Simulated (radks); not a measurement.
The hafnium ion Hf23+, configuration [Kr] 4d10 4f3 (the NIST ground configuration).

Method: scalar-relativistic Kohn-Sham, PBE, spin-polarised, spherical densities, finite nucleus; open shells are filled with parallel spins first (spin-orbit coupling, left out, can overturn this in heavy ions); Fermi nuclear charge, rms radius 5.347 fm; computed with a radial shooting solver on a logarithmic mesh with Libxc functionals.

Energy parts (eV):
part                      energy
total                 -404275.84
kinetic                443405.53
electron-nucleus      -962072.13
Hartree                122024.20
exchange-correlation    -7633.44

Orbitals (lengths in bohr, moments of r in powers of bohr; r(max) is where P^2 peaks):
| orbital | occ. | eigenvalue (eV) | r(max) |
|---|---|---|---|
| 1s up | 1 | -65957.23 | 0.01190 |
| 1s down | 1 | -65957.24 | 0.01190 |
| 2s up | 1 | -11857.71 | 0.06808 |
| 2s down | 1 | -11857.63 | 0.06808 |
| 2p up | 3 | -10497.87 | 0.05568 |
| 2p down | 3 | -10497.81 | 0.05568 |
| 3s up | 1 | -3245.503 | 0.1921 |
| 3s down | 1 | -3242.596 | 0.1921 |
| 3p up | 3 | -2838.919 | 0.1898 |
| 3p down | 3 | -2836.009 | 0.1897 |
| 3d up | 5 | -2357.562 | 0.1547 |
| 3d down | 5 | -2355.352 | 0.1546 |
| 4s up | 1 | -1168.537 | 0.4290 |
| 4s down | 1 | -1163.739 | 0.4291 |
| 4p up | 3 | -1028.024 | 0.4459 |
| 4p down | 3 | -1023.414 | 0.4460 |
| 4d up | 5 | -848.1942 | 0.4496 |
| 4d down | 5 | -843.6492 | 0.4498 |
| 4f up | 3 | -651.3405 | 0.3980 |
| 4f down | 0 | -646.3987 | 0.3988 |

The highest occupied level is 4f up at -651.34 eV. Spin moment in Bohr magnetons: 3. For comparison, the ionisation energy in NIST's Atomic Spectra Database is 690 eV (theoretical). In exact Kohn-Sham theory the highest level is minus the ionisation energy, but local and semilocal functionals leave it too shallow, through self-interaction and a potential that decays too fast; potentials with the right tail come closer. The density falls to 0.001 e/bohr^3 at r = 1.38 bohr. Summed over all electrons, <r^2> = 6.303 bohr^2, which gives a Langevin (diamagnetic) susceptibility term of -4.99 x 10^-6 cm^3/mol. The spin density at the nucleus is -13.72 e/bohr^3 (1s 0.06, 2s -2.08, 3s -25.71, 4s 14.02). The electron density at the nucleus is 1.282e+06 e/bohr^3 (large components only).
